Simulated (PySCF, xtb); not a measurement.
Ga(F)2(SeH) (F2GaHSe), SMILES [F][Ga]([F])[SeH]. Other conformers were not sampled.

Harmonic wavenumbers (cm⁻¹) from GFN2-xTB (xtb 6.7.1) at its own minimum, in rising order: 87, 119, 124, 163, 253, 442, 459, 592, 1998.

Task: What does PBE-D3(BJ)/def2-SVP (PySCF) give at its own minimum? (An estimate is asked for; the answer gives what the named calculation found.)

Result: 105, 156, 175, 231, 294, 621, 671, 713, 2358. Paired by order, the mean absolute difference is 121 cm⁻¹ and the zero-point energies are 6.1 and 7.6 kcal/mol.
